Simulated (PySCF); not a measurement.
C2H8BNO. Atoms are numbered in the order given.

```xyz
13

B      0.0472     0.4799     0.0000
C     -0.6853     1.8814     0.0000
H     -1.3418     1.9677    -0.8826
H     -1.3418     1.9677     0.8826
H      0.0004     2.7436     0.0000
O     -0.7545    -0.6393     0.0000
C     -0.2261    -1.9392     0.0000
H      0.3943    -2.1359    -0.8955
H     -1.0583    -2.6598     0.0000
H      0.3943    -2.1359     0.8955
N      1.4569     0.3744     0.0000
H      1.9698    -0.4979     0.0000
H      2.0532     1.1911     0.0000
```

The structure is a stationary point at B3LYP-D3(BJ)/def2-SVP. The structure was generated by enumeration, and PubChem lists no compound with its InChIKey, so it may never have been made. One conformer was computed; it need not be the lowest.

These are TDDFT-PBE/def2-SVPD (PySCF) values and carry that method's errors.

Vertical excitations. Isolated molecule, no solvent. State labels are in the subgroup Cs.

Computed excitation energies, oscillator strengths and character:
| state | symmetry | energy (eV) | λ (nm) | f | main pairs |
|---|---|---|---|---|---|
| S1 | A" | 5.93 | 209 | 0.026 | HOMO→LUMO 100 % |
| S2 | A' | 6.76 | 183 | 0.003 | HOMO−1→LUMO 100 % |
| S3 | A" | 6.78 | 183 | 0.003 | HOMO→LUMO+1 100 % |
| S4 | A" | 6.98 | 178 | 0.001 | HOMO−2→LUMO 99 % |
| S5 | A" | 7.30 | 170 | 0.004 | HOMO→LUMO+3 99 % |
| S6 | A' | 7.62 | 163 | 0.000 | HOMO−3→LUMO 74 %, HOMO−1→LUMO+1 26 % |
| S7 | A' | 7.65 | 162 | 0.044 | HOMO−1→LUMO+1 65 %, HOMO−3→LUMO 23 %, HOMO→LUMO+2 11 % |
| S8 | A' | 7.77 | 160 | 0.121 | HOMO→LUMO+2 77 % |
| S9 | A" | 7.86 | 158 | 0.006 | HOMO−2→LUMO+1 95 % |
| S10 | A" | 7.91 | 157 | 0.000 | HOMO→LUMO+4 95 % |
| T1 | A" | 5.77 | 215 | 0 | HOMO→LUMO 100 % |
| T2 | A' | 6.57 | 189 | 0 | HOMO→LUMO+2 97 % |
| T3 | A' | 6.69 | 185 | 0 | HOMO−1→LUMO 100 % |
| T4 | A" | 6.70 | 185 | 0 | HOMO→LUMO+1 98 % |
Triplets are in the Tamm–Dancoff approximation, which puts them higher than full response would, so one can lie above its singlet here.
